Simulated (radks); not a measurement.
Task: The mean radii <r> (bohr) of the occupied orbitals of an atom or ion are listed with their occupations. All-electron calculation, scalar-relativistic Kohn-Sham, PBE, spin-unpolarised, spherical densities, finite nucleus; Fermi nuclear charge, rms radius of each element as measured or else 0.836 A^(1/3) + 0.57 fm. Program: a radial shooting solver on a logarithmic mesh with Libxc functionals.

| orbital | occ. | <r> |
|---|---|---|
| 1s | 2 | 0.01835 |
| 2s | 2 | 0.07758 |
| 2p | 6 | 0.06944 |
| 3s | 2 | 0.2011 |
| 3p | 6 | 0.2013 |
| 3d | 10 | 0.1824 |
| 4s | 2 | 0.4496 |
| 4p | 6 | 0.4780 |
| 4d | 10 | 0.5114 |
| 5s | 2 | 1.062 |
| 5p | 6 | 1.233 |
| 4f | 14 | 0.6061 |
| 5d | 2 | 1.829 |
| 6s | 2 | 2.875 |
| 6p | 2 | 3.921 |

Name the element and its charge.

Result: Z = 74, tungsten, charge 0: W in [Xe] 4f14 5d2 6s2 6p2. The 1s radius gives Z: for a bare nucleus <r> = (2 gamma + 1)/(2Z) with gamma = sqrt(1 - (Z/c)^2), 0.01813 bohr for Z = 74, and screening makes it slightly larger (0.01835 here). The occupations add up to 74, and the charge is Z minus that.
